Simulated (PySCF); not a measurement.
## Pb(CH3)2Cl2 relaxed at several levels

Computed with PySCF 2.14.0, def2-SVP on the ligands, density fitting, scalar-relativistic core potentials, no spin-orbit coupling, vacuum. Each row is relaxed at its own level from the same template. Distances are means of the shortest metal–ligand contacts, charges and spins Mulliken's; removal energies are rigid, with the ligand's formal charge and no counterpoise, so too large; for an anion taken off a cation in vacuum most of it is the attraction of opposite charges, and multiply charged cations can part far more cheaply with an electron moved from ligand to metal.

```json
{"level": "B3LYP", "basis on the metal": "def2-SVP with ECP60", "point group": "C2", "M–CH3 (Å)": "2.245", "M–Cl (Å)": "2.484", "charge on M (e)": "0.63", "dipole (D)": "4.92", "HOMO–LUMO gap (eV)": "5.34", "removal of one CH3 (eV)": "12.10", "strongest infrared band, degenerate modes summed (cm⁻¹)": "328", "unstable modes (below −25 cm⁻¹)": "0"}
```

**Question.** What does the calculation give for BP86, def2-SVP with ECP60?

**Answer.** point group: C2, M–CH3 (Å): 2.254, M–Cl (Å): 2.485, charge on M (e): 0.57, dipole (D): 4.79, HOMO–LUMO gap (eV): 3.61, removal of one CH3 (eV): 11.94, unstable modes (below −25 cm⁻¹): 2 (soft).
```xyz
11

Pb    0.0000    0.0000    0.2565
C     1.4963    1.4998    1.0266
H     2.1041    1.7359    0.1340
H     0.9321    2.3792    1.3855
H     2.1012    1.0248    1.8196
C    -1.4963   -1.4998    1.0266
H    -2.1041   -1.7359    0.1340
H    -0.9321   -2.3792    1.3855
H    -2.1012   -1.0248    1.8196
Cl    1.4193   -1.4172   -1.2101
Cl   -1.4193    1.4172   -1.2101
```

Members with unstable modes aren't minima as they stand: saddle points kept by symmetry or, where the modes are soft, flat surfaces and noise. Moved off a saddle point of the template and relaxed again: B3LYP, BP86. One start shape was tried for each, so a minimum needn't be the lowest isomer.
